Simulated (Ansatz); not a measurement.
C2H7AlClInSi (`[SiH3][AlH]/[C]([InH2])=C/Cl`) from Hartree–Fock to CCSD(T)

```
atom   x (Å)   y (Å)   z (Å)
 Si1  -1.923  -1.351   0.685
 Al2  -1.025   0.930   0.866
  C3   0.649   0.948  -0.082
 In4   1.330  -0.882  -1.028
  C5   1.422   2.013  -0.196
 Cl6   2.955   1.984  -1.077
  H7  -0.900  -2.105  -0.132
  H8  -2.047  -2.106   1.963
  H9  -3.207  -1.491  -0.058
 H10  -1.683   2.166   1.614
 H11   2.310  -1.949  -0.099
 H12   0.855  -1.168  -2.657
 H13   1.262   3.012   0.200
```

Total charge 0; spin multiplicity 1. Correlated methods include outer-core shells of In, which these sets cover unevenly. In takes the def2 core potential. Geometry: relaxed with PBE0-D4/def2-TZVP. It is one conformer, not always the lowest. Frozen core, restricted reference, the Gaussian-basis code of Ansatz.

```json
{"basis": "def2-SVP", "HF (Eh)": "-1258.92648", "MP2 corr.": "-0.65378"}
{"basis": "def2-TZVPP", "HF (Eh)": "-1259.36536", "MP2 corr.": "-1.00965"}
{"basis": "def2-QZVPP", "HF (Eh)": "-1259.39856", "MP2 corr.": "-1.25251"}
```

(1) Estimate the CCSD correlation energy and the (T) correction in each basis where they were run (hartree).

Results:

(1) 
```tsv
basis	CCSD corr.	(T)
def2-SVP	-0.72821	-0.02581
def2-TZVPP	-1.07009	-0.04580
```
